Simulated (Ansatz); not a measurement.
Species: CH$_{3}$Li, charge -1, multiplicity 2. 
Structure (B3LYP-D3(BJ)/def2-TZVP (Ansatz, an electronic-structure program) minimum search):
```
C
H 1 1.1033
H 1 1.1033 2 105.85
H 1 1.1033 2 105.85 3 112.06
Li 1 2.0548 2 112.89 3 -123.97
```
Charge -1, spin multiplicity 2.

Parts of the frozen-core correlation energy in def2-SVP (Ansatz, hartree). Frozen orbitals: 2; correlated occupied orbitals by spin: 5 and 4; virtual: 31 and 32. UHF or UKS for open shells. No spin-orbit coupling. Non-relativistic.

| term | value |
|---|---|
| reference (HF) | -46.98184 |
| MP2 opposite-spin | -0.13049 |
| MP2 same-spin | -0.03406 |
| CCSD correlation | -0.18450 |
| (T) | -0.00472 |
| CCSDT minus CCSD(T) | -0.00049 |
| CCSDT(Q) minus CCSD(T) | -0.00072 |
| T1 diagnostic | 0.012 |
| largest doubles amplitude | 0.034 |
| <S^2> of the reference | 0.750 |
